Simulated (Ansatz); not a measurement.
Cost and result for the atomization energy of FGeH₅Si₂, SMILES `F[SiH]1[SiH2][GeH2]1` (9 atoms, 9 bonds).

Z-matrix (Å, degrees):
```
Si
Si 1 2.305
Ge 1 2.362 2 62.5
F 1 1.601 2 125.7 3 117.8
H 1 1.485 2 114.1 3 -101.8
H 2 1.485 1 124.3 3 118.1
H 2 1.485 1 115.4 3 -95.6
H 3 1.533 1 118.5 2 -115.0
H 3 1.532 1 122.6 2 95.6
```

The species carries charge 0 and has multiplicity 1. Correlated methods include outer-core shells of Ge, which these sets cover unevenly. Scalar relativity is left out up to krypton. Geometry: relaxed with PBE0-D4/def2-TZVP. Program: Ansatz. All runs use 4 threads of an Arm Neoverse V1 on a shared host. Times are those of one run each, without the atoms' runs, and a repeat can differ threefold. Electronic energies, without spin–orbit coupling; frozen cores. CCSD(T)/CBS adds CCSD(T) − MP2 in def2-TZVPP to the MP2 limit, and its time is that of the two runs behind it. T1 = 0.014. With those shells the extrapolation isn't a true limit.

CCSD(T)/CBS is a level of theory with its own doubt, some kJ/mol a heavy atom from the limit and from the frozen cores, so smaller differences don't rank the functionals.

| level | functions | wall time | atomization (kcal/mol) | difference from CCSD(T)/CBS | per bond |
| --- | --- | --- | --- | --- | --- |
| LDA (SPW92)/def2-TZVPP | 233 | 1.2 s | 714.6 | 80.6 | 9.0 |
| PBE0-D4/def2-TZVPP | 233 | 3.2 s | 623.8 | -10.2 | -1.1 |
| BHLYP-D4/def2-TZVPP | 233 | 3.3 s | 614.0 | -20.0 | -2.2 |
| CAM-B3LYP-D4/def2-TZVPP | 233 | 3.6 s | 628.0 | -6.0 | -0.7 |
| CCSD(T)/def2-SVP | 107 | 4.3 s | 577.1 | -56.9 | -6.3 |
| r2SCANh-D4/def2-TZVPP | 233 | 5 s | 630.8 | -3.2 | -0.4 |
| B2PLYP/def2-TZVPP | 233 | 5.5 s | 618.2 | -15.8 | -1.8 |
| PBE-QIDH/def2-TZVPP | 233 | 5.5 s | 623.4 | -10.6 | -1.2 |
| B97M-V/def2-TZVPP | 233 | 8.5 s | 641.1 | 7.1 | 0.8 |
| ωB97M-V/def2-TZVPP (with forces) | 233 | 11 s | 627.0 | -7.0 | -0.8 |
| MP2/def2-QZVPP | 436 | 19 s | 627.4 | -6.6 | -0.7 |
| CCSD(T)/def2-TZVPP | 233 | 110 s | 615.9 | -18.1 | -2.0 |
| CCSD(T)/CBS(def2) | – | 2.1 min | 634.0 | 0.0 | 0.0 |

Leaving LDA and LC-ωPBE aside and taking each functional with its dispersion term where it has one, the values spread over 27.1 kcal/mol, from BHLYP-D4 to B97M-V. LDA lies +89.8 kcal/mol from PBE without D4, its usual overbinding. In def2-TZVPP, CCSD(T) changes the Hartree–Fock value by +158.8 kcal/mol (the triples alone add +9.2 kcal/mol) and MP2 by +159.5 kcal/mol; breaking electron pairs costs correlation energy, which Hartree–Fock lacks. From BLYP to BHLYP (50 % exact exchange), in def2-TZVPP and without D4, the atomization energy moves by −2.6 kcal/mol: exact exchange takes away binding that semilocal exchange gives to molecules.
